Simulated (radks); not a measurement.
The numbers below are computed, except where a source is named.
Valence configurations of Pr II (all share [Xe]). Code: a radial shooting solver on a logarithmic mesh with Libxc functionals. Model: Dirac Kohn-Sham, PBE, spin-unpolarised, spherical densities, finite nucleus; open shells fill j = l - 1/2 first; Fermi nuclear charge, rms radius 4.8919 fm. Energies are relative to 4f3 6s1; eigenvalues in eV.

4f3 6s1: E (eV) 0.000; e(4f5/2) -7.119; e(6s1/2) -8.072
4f2.5 6s1.5: E (eV) 0.189; e(4f5/2) -10.618; e(6s1/2) -8.810
4f2.5 5d0.5 6s1: E (eV) 0.275; e(4f5/2) -9.534; e(5d3/2) -8.049; e(6s1/2) -8.344
4f3 5d1: E (eV) 0.828; e(4f5/2) -5.341; e(5d3/2) -6.214
4f3 6p1: E (eV) 2.697; e(4f5/2) -8.089; e(6p1/2) -5.927
4f4: E (eV) 2.885; e(4f5/2) -2.792
4f2 6s1 6p1: E (eV) 5.038; e(4f5/2) -15.602; e(6p1/2) -6.886; e(6s1/2) -10.046
4f1 5d2 6s1: E (eV) 7.557; e(4f5/2) -18.540; e(5d3/2) -9.957; e(6s1/2) -9.051
4f1 6s1 6p2: E (eV) 18.007; e(4f5/2) -25.651; e(6p1/2) -8.198; e(6s1/2) -11.866
5d2 6s1 6p1: E (eV) 24.681; e(5d3/2) -13.764; e(6p1/2) -7.352; e(6s1/2) -10.908

NIST lists [Xe] 4f3 6s1 as the ground configuration; this level of theory agrees among the configurations tried. The energies are those of spherical spin-averaged densities, not of single terms.
